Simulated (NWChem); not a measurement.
C3H4F2; SMILES FC(C=C)F

```xyz
9

C     -0.0326     1.8993     0.2320
C      0.6429     0.8297    -0.1794
C      0.0192    -0.5125    -0.3894
F      0.7041    -1.4521     0.3072
F     -1.2631    -0.5320     0.0317
H     -1.1027     1.8394     0.4469
H      0.4619     2.8639     0.3690
H      1.7145     0.8757    -0.3998
H      0.0307    -0.8163    -1.4534
```
Atoms are numbered in this order, from 1.

Results from NWChem. Geometry optimised at PBE0/def2-SVP; all other runs use it. 

```tsv
quantity	level	value
−ε(HOMO) (eV)	PBE/def2-SVP	?
dipole in solution (D) in water	PBE0/def2-SVP, SMD	?
anisotropy (bohr³), static	PBE0/def2-SVPD	16.5
vertical, lowest excitation, singlet (eV)	PBE0/def2-SVPD, TDA	?
dipole (D)	PBE0/def2-SVP	1.99
highest harmonic frequency (cm⁻¹)	PBE0/def2-SVP	3284
```

Q: Fill in the missing entries.

A: 
- −ε(HOMO) (eV), value: 7.02
- dipole in solution (D) in water, value: 2.41
- vertical, lowest excitation, singlet (eV), value: 7.56
